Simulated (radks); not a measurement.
Valence configurations of the titanium ion Ti2+ (all share [Ar]). Method: scalar-relativistic Kohn-Sham, BLYP, spin-polarised, spherical densities, finite nucleus; open shells are filled with parallel spins first; Fermi nuclear charge, rms radius 3.5921 fm; computed with a radial shooting solver on a logarithmic mesh with Libxc functionals. Energies are relative to 3d2; eigenvalues in eV for spin up.

| valence | E (eV) | moment (Bohr magnetons) | e(3d) | e(4p) | e(4s) |
|---|---|---|---|---|---|
| 3d2 | 0.000 | 2 | -20.323 | - | - |
| 3d1 4s1 | 4.274 | 2 | -25.223 | - | -19.557 |
| 3d1.5 4s0.5 | 1.804 | 2 | -22.692 | - | -18.452 |
| 3d1 4p1 | 9.240 | 2 | -26.193 | -15.142 | - |
| 4s1 4p1 | 16.953 | 2 | - | -16.816 | -22.218 |
| 3d1.5 4p0.5 | 4.187 | 2 | -23.188 | -13.995 | - |
| 3d0.5 4s1.5 | 7.990 | 1 | -27.867 | - | -20.316 |
| 4s2 | 12.416 | 0 | - | - | -21.037 |

NIST lists [Ar] 3d2 as the ground configuration; this level of theory agrees among the configurations tried. The energies are those of spherical high-spin densities, not of single terms.
